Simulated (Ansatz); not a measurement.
`[NH2][Zr]([F])([Cl])[Cl]`. Total charge 0; spin multiplicity 1. Zr: def2 effective core potential. Geometry: relaxed with PBE0-D4/def2-TZVP. It is one conformer, not always the lowest.

```xyz
7

N     0.274    1.129    0.501
Zr   -0.197   -0.603   -0.377
F    -0.946   -0.158   -2.052
Cl   -1.711   -1.754    1.003
Cl    1.757   -1.891   -0.586
H     0.697    1.232    1.414
H     0.126    2.045    0.097
```

(1) What is the dipole moment at PBE/def2-TZVPP? (Estimate.)

(2) And with r2SCAN, B3LYP, ωB97M-V? (Estimate.)

(3) Give the Mulliken charges with PBE, r2SCAN, ωB97M-V in def2-TZVPP. (An estimate is asked.)

Results:

(1) Computed: 2.87 D, with components (0.47, 2.71, 0.80) D in this frame, pointing from negative to positive charge.

(2) Ansatz gave: r2SCAN 2.92 D, B3LYP 2.87 D, ωB97M-V 2.86 D.

(3) The calculation gave: 
```tsv
atom	PBE	r2SCAN	ωB97M-V
N1	-0.51	-0.58	-0.49
Zr2	1.08	1.24	1.14
F3	-0.32	-0.36	-0.36
Cl4	-0.29	-0.32	-0.27
Cl5	-0.29	-0.32	-0.27
H6	0.16	0.17	0.13
H7	0.16	0.17	0.13
```

B3LYP here is the variant with VWN-RPA as its local correlation; programs differ in this.
